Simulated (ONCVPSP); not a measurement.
# Cutoff test, iodine, ONCV

ONCVPSP 4.0.1 input, shortened (lines: element, Z, core and valence counts, functional; n l f; lmax; l rc ep ncon nbas qcut; lloc lpopt rc5 dvloc0; l nproj debl; icmod fcfact rcfact), LDA (Perdew-Zunger), scalar-relativistic:

```
  I 53.00    9    2        3      upf
    1    0    2.00
    2    0    2.00
    2    1    6.00
    3    0    2.00
    3    1    6.00
    3    2   10.00
    4    0    2.00
    4    1    6.00
    4    2   10.00
    5    0    2.00
    5    1    5.00
    2
    0    1.65    0.00    3    7    3.40
    1    2.15    0.00    4    7    4.30
    2    1.75    0.37    4    8    5.50
    4    5    1.60    1.00
    0    2    1.30
    1    2    1.10
    2    2    0.30
    3    3.75    1.40
```

**Question.** For each optimised wave give the share of its norm inside rc, the residual kinetic energy above qcut (Ha) and the cutoffs (Ha) for errors of 10, 1, 0.1 and 0.01 mHa per electron.

**Answer.**

| wave | norm inside rc | residual KE | 10 mHa | 1 mHa | 0.1 mHa | 0.01 mHa |
| --- | --- | --- | --- | --- | --- | --- |
| 5s | 0.349 | 1.0e-02 | 5.8 | 26.9 | 51.6 | 97.0 |
| s projector 2 | 0.141 | 1.3e-02 | 6.1 | 26.6 | 71.9 | not reached |
| 5p | 0.419 | 3.3e-04 | 4.5 | 8.0 | 16.4 | 30.0 |
| p projector 2 | 0.222 | 7.0e-04 | 5.9 | 8.9 | 17.1 | 40.1 |
| d projector 1 | 0.101 | 1.1e-02 | 15.9 | 69.4 | 82.8 | 128.4 |
| d projector 2 | 0.062 | 3.6e-03 | 10.8 | 60.8 | 100.6 | 132.5 |

The occupied waves need 27 Ha and 52 Ha for 1 and 0.1 mHa. The cutoffs count occupied waves only; projector 1 of the d channel, the hardest unoccupied one, needs 69 Ha at the loose tolerance. Note: ghosts flagged at negative energy: d at -44.7 eV; GHOST(+) flagged for s at 51.4 eV, p at 117.7 eV. A true bound ghost makes a file unfit for plane-wave use.
